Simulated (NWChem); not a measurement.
System: ZnHBr; SMILES [ZnH][Br]

Excerpt of the output:

```
             Northwest Computational Chemistry Package (NWChem) 7.3.0
             --------------------------------------------------------

                             Geometry "geometry" -> ""
                             -------------------------

 Output coordinates in angstroms (scale by  1.889725989 to convert to a.u.)

  No.       Tag          Charge          X              Y              Z
 ---- ---------------- ---------- -------------- -------------- --------------
    1 Zn                  30.0000     0.00000000     0.00000000    -1.14332800
    2 H                    1.0000     0.00000000     0.00000000    -2.67345200
    3 Br                  35.0000     0.00000000     0.00000000     1.10098600

 Effective nuclear repulsion energy (a.u.)     262.8572257644

                              NWChem Property Module
                              ----------------------

  itol2e modified to match energy
  convergence criterion.

                                 NWChem DFT Module
                                 -----------------

 Summary of "ao basis" -> "ao basis" (spherical)
 ------------------------------------------------------------------------------
       Tag                 Description            Shells   Functions and Types
 ---------------- ------------------------------  ------  ---------------------
 Zn                          6-31g*                 12       34   5s4p2d1f
 H                           6-31g*                  2        2   2s
 Br                          6-31g*                 12       32   5s4p3d

  itol2e modified to match energy
  convergence criterion.

            General Information
            -------------------
          SCF calculation type: DFT
          Wavefunction type:  closed shell.
          No. of atoms     :     3
          No. of electrons :    66
           Alpha electrons :    33
            Beta electrons :    33
          Charge           :     0
          Spin multiplicity:     1
          Use of symmetry is: off; symmetry adaption is: off
          Maximum number of iterations: 150
          AO basis - number of functions:    68
                     number of shells:    26
          Convergence on energy requested:  1.00D-07
          Convergence on density requested:  1.00D-05
          Convergence on gradient requested:  5.00D-04

              XC Information
              --------------
                         B3LYP Method XC Potential
                     Hartree-Fock (Exact) Exchange  0.200
                        Slater Exchange Functional  0.800 local
                    Becke 1988 Exchange Functional  0.720 non-local
              Lee-Yang-Parr Correlation Functional  0.810
                  VWN I RPA Correlation Functional  0.190 local

             Grid Information
             ----------------
          Grid used for XC integration:  fine
          Radial quadrature: Mura-Knowles
          Angular quadrature: Lebedev.
          Tag              B.-S. Rad. Rad. Pts. Rad. Cut. Ang. Pts.
          ---              ---------- --------- --------- ---------
          Zn                  1.35      140           9.0       974
          H                   0.35       60          11.0       590
          Br                  1.15      140          10.0       974
          Grid pruning is: on
          Number of quadrature shells:   340
          Spatial weights used:  Erf1

      Superposition of Atomic Density Guess
      -------------------------------------

 Sum of atomic energies:       -4350.06659878

      Non-variational initial energy
      ------------------------------

 Total energy =   -4350.328035
 1-e energy   =   -6591.066075
 2-e energy   =    1977.880813
 HOMO         =      -0.377284
 LUMO         =       0.017745

   convergence    iter        energy       DeltaE   RMS-Dens  Diis-err
 ---------------- ----- ----------------- --------- --------- ---------
 d= 0,ls=0.0,diis     1  -4353.5872937173 -4.62D+03  1.46D-02  2.28D-01
 d= 0,ls=0.0,diis     2  -4353.5941409048 -6.85D-03  7.69D-03  2.20D-01
 d= 0,ls=0.0,diis     3  -4353.6239702584 -2.98D-02  1.46D-03  1.05D-02
 d= 0,ls=0.0,diis     4  -4353.6250145338 -1.04D-03  2.70D-04  2.52D-03
 d= 0,ls=0.0,diis     5  -4353.6251471817 -1.33D-04  1.04D-04  8.83D-05
  Resetting Diis
 d= 0,ls=0.0,diis     6  -4353.6251523831 -5.20D-06  2.51D-05  4.50D-06
 d= 0,ls=0.0,diis     7  -4353.6251529794 -5.96D-07  1.17D-05  2.22D-07
 d= 0,ls=0.0,diis     8  -4353.6251529714  8.04D-09  5.77D-06  3.95D-07

         Total DFT energy =    -4353.625152971386
      One electron energy =    -6589.378990987623
           Coulomb energy =     2135.858863369195
    Exchange-Corr. energy =     -162.962251117336
 Nuclear repulsion energy =      262.857225764379

 Numeric. integr. density =       65.999999798913

                       DFT Final Molecular Orbital Analysis
                       ------------------------------------

 Vector   31  Occ=2.000000D+00  E=-3.232993D-01
              MO Center= -3.3D-10,  4.3D-10, -9.0D-01, r^2= 4.4D+00
   Bfn.  Coefficient  Atom+Function         Bfn.  Coefficient  Atom+Function
  ----- ------------  ---------------      ----- ------------  ---------------
    49      0.509251  3 Br pz                13     -0.302588  1 Zn pz
    35      0.256242  2 H  s                 36      0.250410  2 H  s
    45     -0.232431  3 Br pz                53      0.156958  3 Br pz
    10     -0.115707  1 Zn s                  9      0.112878  1 Zn pz
    50      0.096165  3 Br s                 14      0.076529  1 Zn s

 Vector   32  Occ=2.000000D+00  E=-2.932157D-01
              MO Center= -4.4D-11,  3.8D-10,  9.8D-01, r^2= 1.7D+00
   Bfn.  Coefficient  Atom+Function         Bfn.  Coefficient  Atom+Function
  ----- ------------  ---------------      ----- ------------  ---------------
    47      0.548446  3 Br px                48      0.510110  3 Br py
    51      0.251813  3 Br px                43     -0.248095  3 Br px
    52      0.234212  3 Br py                44     -0.230753  3 Br py
    39      0.074440  3 Br px                21      0.073203  1 Zn d  1
    40      0.069237  3 Br py                11      0.067844  1 Zn px

[...]

          -----------------------------------------
          Chemical Shielding Tensors (GIAO, in ppm)
          -----------------------------------------

                                NWChem CPHF Module
                                ------------------

  scftype          =     RHF
  nclosed          =       33
  nopen            =        0
  variables        =     1155
  # of vectors     =        3
  tolerance        = 0.10D-03
  level shift      = 0.00D+00
  max iterations   =       50
  max subspace     =       30

 SCF residual:    1.0224025668569924E-004

Iterative solution of linear equations
  No. of variables     1155
  No. of equations        3
  Maximum subspace       30
        Iterations       50
       Convergence  1.0D-04

   iter   nsub   residual    time
   ----  ------  --------  ---------
     1      3    2.95D-01      28.0
     2      6    5.37D-03      32.6
     3      9    5.22D-04      37.1
     4     12    2.49D-05      41.6

      Atom:    1  Zn
        Diamagnetic
   2511.9174      0.0000      0.0000
      0.0000   2511.9174     -0.0000
      0.0000     -0.0000   2527.3720

        Paramagnetic
   -871.1754      0.0000     -0.0000
      0.0000   -871.1754      0.0000
     -0.0000      0.0000      0.0000

        Total Shielding Tensor
   1640.7420      0.0000     -0.0000
      0.0000   1640.7420      0.0000
     -0.0000      0.0000   2527.3720

           isotropic =    1936.2853
          anisotropy =     886.6301

          Principal Components and Axis System
                 1           2           3
             2527.3720   1640.7420   1640.7420

      1        -0.0000      0.7028      0.7114
      2         0.0000      0.7114     -0.7028
      3         1.0000     -0.0000      0.0000

      Atom:    2  H
        Diamagnetic
     20.4875      0.0000      0.0000
      0.0000     20.4875     -0.0000
      0.0000     -0.0000     41.6719

        Paramagnetic
     -0.6041      0.0000     -0.0000
      0.0000     -0.6041      0.0000
     -0.0000      0.0000     -0.0000

        Total Shielding Tensor
     19.8834      0.0000     -0.0000
      0.0000     19.8834      0.0000
     -0.0000      0.0000     41.6719

           isotropic =      27.1462
          anisotropy =      21.7885

          Principal Components and Axis System
                 1           2           3
               41.6719     19.8834     19.8834

      1        -0.0000      0.7888     -0.6147
      2         0.0000      0.6147      0.7888
      3         1.0000      0.0000     -0.0000

      Atom:    3  Br
        Diamagnetic
   3117.1046      0.0000     -0.0000
      0.0000   3117.1046      0.0000
     -0.0000      0.0000   3129.5556

        Paramagnetic
   -588.9741      0.0000      0.0000
      0.0000   -588.9741     -0.0000
      0.0000     -0.0000     -0.0000

        Total Shielding Tensor
   2528.1305      0.0000      0.0000
      0.0000   2528.1305     -0.0000
      0.0000     -0.0000   3129.5556

           isotropic =    2728.6055
          anisotropy =     601.4251

          Principal Components and Axis System
                 1           2           3
             3129.5556   2528.1305   2528.1305

      1         0.0000      0.7134     -0.7007
      2        -0.0000      0.7007      0.7134
      3         1.0000      0.0000      0.0000
```

Level: B3LYP/6-31G* (spherical d), GIAO. Structure relaxed at the PBE0/def2-SVP level. The printed shielding anisotropy is the first printed principal value minus the mean of the other two.

Task: Which NWChem input produces such a log?

Result: Several could match; the one computed here: the input that was run:
```
start job
memory heap 200 mb stack 900 mb global 1100 mb
geometry units angstroms noautosym nocenter noautoz
  Zn     0.000000     0.000000    -1.143328
  H      0.000000     0.000000    -2.673452
  Br     0.000000     0.000000     1.100986
end
basis spherical
  * library 6-31g*
end
dft
  xc b3lyp
  iterations 150
end
property
  shielding
end
task dft property
```
